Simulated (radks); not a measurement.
All-electron atom: Ce1.5+ in [Kr] 4d10 4f1 5s1.5 5p6 5d2 (fractional occupations, a model configuration).

Method: Dirac Kohn-Sham, PBEsol, spin-unpolarised, spherical densities, point nucleus; open shells are shared between the two j in proportion to 2j + 1; computed with a radial shooting solver on a logarithmic mesh with Libxc functionals.

Energy parts (eV):
part                      energy
total                 -241112.59
kinetic                258677.68
electron-nucleus      -586851.37
Hartree                 92677.41
exchange-correlation    -5616.31

Orbitals (lengths in bohr, moments of r in powers of bohr):
orbital      occ.  eigenvalue (eV)      <r^2>  small-component weight
1s1/2           2        -40228.06  0.0008212                4.61e-02
2s1/2           2        -6447.155    0.01301                1.00e-02
2p1/2           2        -6088.138   0.009538                1.00e-02
2p3/2           4        -5641.833    0.01080                9.44e-03
3s1/2           2        -1396.005    0.08871                3.06e-03
3p1/2           2        -1243.960    0.08359                3.00e-03
3p3/2           4        -1156.270    0.09113                2.84e-03
3d3/2           4        -890.2683    0.07461                2.72e-03
3d5/2           6        -871.4313    0.07675                2.67e-03
4s1/2           2        -290.2911     0.4585                9.47e-04
4p1/2           2        -233.8299     0.4896                8.81e-04
4p3/2           4        -214.9404     0.5310                8.26e-04
4d3/2           4        -122.2150     0.6323                6.82e-04
4d5/2           6        -118.9033     0.6489                6.67e-04
5s1/2         1.5         -49.9536      2.565                2.13e-04
5p1/2           2         -34.4231      3.232                1.71e-04
5p3/2           4         -31.6068      3.542                1.57e-04
4f5/2    0.428571         -15.3497      1.495                3.49e-04
4f7/2    0.571429         -15.0093      1.527                3.44e-04
5d3/2         0.8         -11.6134      7.683                7.51e-05
5d5/2         1.2         -11.3596      7.931                7.28e-05

The highest occupied level is 5d5/2 at -11.360 eV. The density falls to 0.001 e/bohr^3 at r = 4.18 bohr. Summed over all electrons, <r^2> = 53.66 bohr^2, which gives a Langevin (diamagnetic) susceptibility term of -42.5 x 10^-6 cm^3/mol.
